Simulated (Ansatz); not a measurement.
Task: Name a neutral molecule of B, C, Se, Si and H with HOMO energy (PBE/def2-TZVPP) between -5.80 and -5.50 eV and HOMO–LUMO gap (PBE0/def2-TZVPP) between 3.85 and 4.15 eV (Ansatz, PBE0-D4/def2-TZVP geometry).

Result: `C=C([SeH])B[SiH3]` (-5.58 eV, 3.90 eV). Other molecules can fit too; these were computed, each in one conformer that needn't be the lowest.
